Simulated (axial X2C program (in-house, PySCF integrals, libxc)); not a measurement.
**Density and ELF of SnCl⁺**

All values were computed with an in-house relativistic program for diatomic molecules. Two-component (2c) means X2C with spin–orbit coupling and atomic mean-field two-electron Coulomb and Gaunt terms. Basis: Sn dyall-cv3z [11s12p9d4f1g], Cl dyall-av3z [9s8p3d2f] (cores contracted in-house); Gaussian nuclei, density fitting, unrestricted open shells. Masses: Sn 119.902 u, Cl 34.969 u.

PBE0, with spin–orbit coupling, state Ω = 0 (closed shell); Sn at z = 0, Cl at z = 2.270 Å.

The maps cover the half plane through the axis: z from -2.4 to 4.5 Å along the bond, ρ from 0.15 to 2.25 Å away from it (steps of 0.3 Å, the bottom row nearest the axis).

log10 of the density in e/bohr³:

digits 0 to 9 span -5.12 to 1.82 evenly
```
001122222222222222211100
012223333333333333222110
122333344333334443332210
123334444444444444433221
223344555554455555543321
233445566655556666544321
233455677765566666654322
234456789876566886654332
```

Electron localisation function (collinear form, no current term, damped to 0 at low density):

digits 0 to 9 span 0.00 to 1.00 evenly
```
000001110000000000000000
000135432100012221100000
002577653211134444210000
016887643211246676531000
058886422212467888753100
279874234322578888874200
389863377731586117885200
489863637361571881886310
```

The state is a single determinant with fixed occupations, the lowest that a limited PBE0 search found.
